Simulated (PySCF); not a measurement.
# GaC: everyday levels beside a composite calculation

PySCF; the state is a quartet (σ ↑, π ↑↑). The composite is CCSD(T) extrapolated to the basis-set limit from two correlation-consistent sets, with core-valence (CV) and scalar-relativistic (SR) terms as its label shows; it has no spin–orbit coupling and nothing beyond (T). Here it is CCSD(T)/CBS(DT). It gives Re = 1.993 Å, ωe = 552 cm⁻¹ and De = 3.12 eV to Ga + C.

| level | basis | relativity | Re (Å) | ωe (cm⁻¹) | De (eV) |
| --- | --- | --- | --- | --- | --- |
| UHF | def2-SVPD | no relativity | 2.035 | 549 | 2.35 |
| UHF-MP2 | x2c-TZVPPall | spin-free X2C | 2.003 | 557 | 3.11 |
| UHF-CCSD(T) | def2-SVP | no relativity | 2.003 | 571 | 2.95 |
| PBE | x2c-TZVPPall | spin-free X2C | 2.006 | 525 | 3.54 |
| BLYP | def2-SVP | no relativity | 2.031 | 513 | 3.25 |
| M06-L | x2c-TZVPPall | spin-free X2C | 2.004 | 537 | 3.55 |
| TPSSh | x2c-TZVPPall | spin-free X2C | 2.002 | 536 | 3.32 |
| PBE0 | cc-pVDZ-PP/cc-pVDZ | scalar-relativistic core potentials | 2.018 | 530 | 3.20 |
| PBE0 | def2-SVP | no relativity | 2.001 | 556 | 3.34 |
| ωB97M-V | x2c-TZVPPall | spin-free X2C | 2.007 | 538 | 3.12 |

Q: Give the difference of each row from the composite.

A: 

```
      level               basis  ΔRe (pm)  Δωe (%)  ΔDe (eV)
        UHF           def2-SVPD      +4.2     -0.5     -0.77
    UHF-MP2        x2c-TZVPPall      +1.0     +0.9     -0.01
UHF-CCSD(T)            def2-SVP      +1.0     +3.4     -0.17
        PBE        x2c-TZVPPall      +1.3     -4.9     +0.42
       BLYP            def2-SVP      +3.8     -7.1     +0.13
      M06-L        x2c-TZVPPall      +1.1     -2.7     +0.43
      TPSSh        x2c-TZVPPall      +0.9     -2.9     +0.20
       PBE0  cc-pVDZ-PP/cc-pVDZ      +2.5     -4.0     +0.08
       PBE0            def2-SVP      +0.8     +0.7     +0.22
    ωB97M-V        x2c-TZVPPall      +1.4     -2.5     +0.00
```

Q: Which rows come closest in De?

A: UHF-MP2 in x2c-TZVPPall (-0.01 eV); ωB97M-V in x2c-TZVPPall (+0.00 eV), counted from the composite.

Correlated steps freeze the inner cores (5 to 10 orbitals); shallow outer-core shells are correlated. Correlated levels converge slowly with the basis: in double zeta they bind strong bonds too weakly, by up to about 1 eV, and carry superposition errors of some tenths. Spin–orbit coupling is left out. The CCSD T1 diagnostic is raised in GaC, a sign that a single reference may not be enough there. The state was picked by a PBE0 search and need not be the measured ground state.
